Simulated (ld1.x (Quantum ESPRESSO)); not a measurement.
## Scattering properties, TM potential for Zn (Z = 30)

- Element: zinc (Zn)
- Generator: ld1.x (Quantum ESPRESSO) 7.5
- Type: norm-conserving Troullier–Martins (Kleinman–Bylander form)
- Functional: PBE
- Relativity: fully relativistic
- Frozen core: [Ar]
- Valence charge: 12
- Reference configuration: 3d10 4s1.5 4p0.5
- Partial waves: 4s (bound): rc 2.00 bohr; 4p (bound): rc 2.65 bohr; 3d (bound): rc 1.35 bohr
- Local potential: the d channel
- Core correction: none

Open shells are filled in proportion to 2j + 1 (rel_dist='average').

The phase is arctan(r·u′/u) with u = r·R(r), unwrapped; energies in Ry, scanned from -3 to 5 Ry. A pole is an energy at which the radial function vanishes at the test radius. The pseudo phase is shifted by a multiple of π to meet the all-electron one at the reference energy, and phase errors are pseudo minus all-electron; the curves can meet again beyond the range given. Levels narrower than the energy grid can be missing from the lists of poles.

Task: For each channel, where are the poles, and over which energies does the pseudopotential scatter like the atom?

Result:

| channel | radius (bohr) | reference energy (Ry) | poles, all-electron | poles, pseudo | unbroken range about the reference energy with phases within 0.05 rad | phase error 1 Ry above the reference energy (rad) |
| --- | --- | --- | --- | --- | --- | --- |
| s | 2.91 | -0.50 | 0.35 | 0.34, 4.54 | below 1.8 | -0.004 |
| p1/2 | 2.91 | -0.13 | 1.24 | 1.23 | below 2.8 | -0.002 |
| p3/2 | 2.91 | -0.12 | 1.29 | 1.27 | below 2.8 | -0.003 |
| d3/2 | 2.91 | -0.85 | -0.81, 2.96 | -0.80, 3.14 | not even at the reference energy | +0.008 |
| d5/2 | 2.91 | -0.82 | -0.79, 2.97 | -0.80, 3.14 | not even at the reference energy | +0.004 |

Note: ghost states, extra bound levels that the all-electron valence spectrum of the same l lacks: s at -272.6 eV, p3/2 at -98.1 eV, p1/2 at -92.8 eV. A true bound ghost makes a file unfit for plane-wave use.

Phases in the p1/2 channel:

| E (Ry) | all-electron | pseudo |
| --- | --- | --- |
| -3.00 | 1.358 | 1.358 |
| -2.52 | 1.335 | 1.334 |
| -2.04 | 1.302 | 1.302 |
| -1.56 | 1.251 | 1.251 |
| -1.08 | 1.159 | 1.159 |
| -0.60 | 0.935 | 0.935 |
| -0.12 | 0.011 | 0.011 |
| 0.36 | -1.171 | -1.173 |
| 0.84 | -1.464 | -1.467 |
| 1.32 | -1.586 | -1.590 |
| 1.80 | -1.668 | -1.675 |
| 2.28 | -1.749 | -1.764 |
| 2.76 | -1.863 | -1.902 |
| 3.24 | -2.101 | -2.258 |
| 3.72 | -2.925 | -3.533 |
| 4.20 | -4.074 | -4.296 |
| 4.68 | -4.409 | -4.501 |
